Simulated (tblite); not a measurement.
C₆H₁₀FP.
Cartesian coordinates in Å at the GFN2-xTB level; atoms count from 1:
```
atom  x, y, z in Å
C1     2.6487    0.0220    0.1417
C2     1.2809    0.1501    0.7988
P3     0.1360   -1.2289    0.2506
C4    -0.2863   -0.5622   -1.3919
C5    -1.3575    0.2149   -1.3613
F6    -1.8678    0.8251   -2.4495
C7    -2.0547    0.4625   -0.0629
C8    -1.4776   -0.5474    0.9317
H9     3.0964   -0.9409    0.3803
H10    2.5632    0.0995   -0.9403
H11    3.3162    0.8084    0.4902
H12    0.8299    1.1179    0.5643
H13    1.3819    0.0665    1.8846
H14    0.2666   -0.8016   -2.2834
H15   -3.1337    0.3433   -0.1843
H16   -1.8758    1.4948    0.2531
H17   -2.1555   -1.3970    1.0437
H18   -1.3196   -0.1210    1.9229
```

Computed values, GFN2-xTB/tblite, gas phase, harmonic and unscaled. Against measured fundamentals such values can be off by several per cent, at times by over 20. One conformer, not necessarily the lowest.

Harmonic wavenumbers (cm⁻¹): 61.9, 96.8, 125.0, 177.5, 211.2, 282.6, 334.7, 367.1, 438.0, 471.2, 524.9, 651.3, 701.6, 750.3, 781.3, 795.1, 803.1, 901.7, 945.8, 989.7, 1012.3, 1046.6, 1073.1, 1090.1, 1108.2, 1161.6, 1204.4, 1223.7, 1242.3, 1250.0, 1305.8, 1409.4, 1440.8, 1448.7, 1470.1, 1496.5, 1499.4, 1677.5, 2938.1, 2941.7, 2949.2, 2962.7, 2976.7, 2985.9, 3017.0, 3026.1, 3032.7, 3117.9.

A = 2745, B = 1190, C = 994.3 MHz; mass 132.050 u (most abundant isotopes); point group C1, symmetry number 1.

Zero-point energy?

½Σν̃ = 31760 cm⁻¹ = 90.81 kcal/mol.

Give the ideal-gas entropy at 273.15 K and 1 bar in the rigid-rotor, harmonic-oscillator model (classical rotation).

Translation 40.14, rotation 28.72, vibration 21.64: S = 90.5 cal/(mol K).

And Cp and H(273.15 K) − H(0)?

Cp = 32.80 cal/(mol K), of which vibrations give 24.85 (their classical limit is 48 R = 95.4); H(273.15 K) − H(0) = 5.45 kcal/mol without the zero-point energy, 3.28 from vibrations.

How do the functions run with temperature in this model?

```tsv
T (K)	S (cal/(mol K))	Cp (cal/(mol K))	H − H(0) (kcal/mol)	G − H(0) (kcal/mol)	ln q(vib)
100	67.1	16.8	1.19	-5.52	1.16
200	81.5	25.7	3.31	-12.98	3.26
300	93.7	35.5	6.36	-21.75	5.45
500	116.2	53.2	15.32	-42.77	9.98
800	145.2	70.2	34.06	-82.13	16.71
1000	161.7	77.5	48.87	-112.86	20.95
```

q(vib) and H(0) count from the zero-point level.

What must be added to the electronic energy to get the Gibbs energy at 273.15 K and 1 bar?

ZPE + [H(273.15 K) − H(0)] − T·S = 90.81 + 5.45 − 24.72 = 71.54 kcal/mol.

Which modes carry the vibrational entropy at 273.15 K?

61.9 cm⁻¹: 4.22; 96.8 cm⁻¹: 3.35; 125.0 cm⁻¹: 2.85; 177.5 cm⁻¹: 2.19; 211.2 cm⁻¹: 1.87; 282.6 cm⁻¹: 1.37 cal/(mol K); the other 42 give 5.78 together.

Blend soft modes into free rotors: weight 1/[1 + (100 cm⁻¹/ν̃)⁴] for the oscillator and the rest for a rotor with moment μB/(μ + B), μ = h/(8π²ν), B = 10⁻⁴⁴ kg m². What vibrational entropy results?

20.43 cal/(mol K) in place of 21.64, which changes −T·S at 273.15 K by +0.33 kcal/mol.

Hindered rotation and anharmonicity are outside this model. Other conformers, if any are populated, would add a mixing term that is left out. The structure is chiral; the term R ln 2 for an equal mix with its mirror image is left out.
